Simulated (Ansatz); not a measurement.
Ideal-gas functions of C2H3NTe (`NC1=C[Te]1`) at 400 K and 1 bar, from an Ansatz frequency run at PBE0-D4/def2-TZVP.

Molar mass 168.65 g/mol, point group C1 (symmetry number 1), electronic degeneracy 1, moments of inertia 37.649, 202.47, 239.824 u Å². Harmonic wavenumbers (cm⁻¹, unscaled): 239, 248, 402, 454, 466, 511, 548, 844, 1097, 1187, 1629, 1879, 3330, 3573, 3697.

Use S(trans) = R[1.5 ln M + 2.5 ln T − 1.1517]; rotational temperatures θ = 24.2544 K / I; S(rot) = R[ln(√π/σ · √(T³/θAθBθC)) + 1.5]; for each mode x = 1.438777 ν̃/T, S = R[x/(eˣ − 1) − ln(1 − e⁻ˣ)] and H = RT x/(eˣ − 1); 1 cm⁻¹ = 0.0119627 kJ/mol; R = 8.31446 J/(mol·K).

**Question.** By hand: the entropy, in J/(mol·K).

**Answer.** Translation 178.9. Rotation: θ = 0.6442, 0.1198, 0.1011 K, giving 112.1. Vibration, mode by mode: 9.82, 9.53, 5.94, 5.10, 4.93, 4.33, 3.90, 1.68, 0.81, 0.62, 0.16, 0.07, 0.00, 0.00, 0.00, in all 46.9. Electronic 0.0. Sum 337.9 J/(mol·K).

**Question.** By hand: H − E and G − E in kJ/mol, counted from the electronic energy.

**Answer.** Zero-point energy ½ × 20104 × 0.0119627 = 120.2; thermal vibration 11.5; translation, rotation and pV give 4 RT = 13.3. H − E = 145.0 kJ/mol, and G − E = 145.0 − 400 × 337.9/1000 = 9.8 kJ/mol.

Vibration gives 14 % of the entropy. The sum counts one conformer and one mirror image; others add a mixing term.
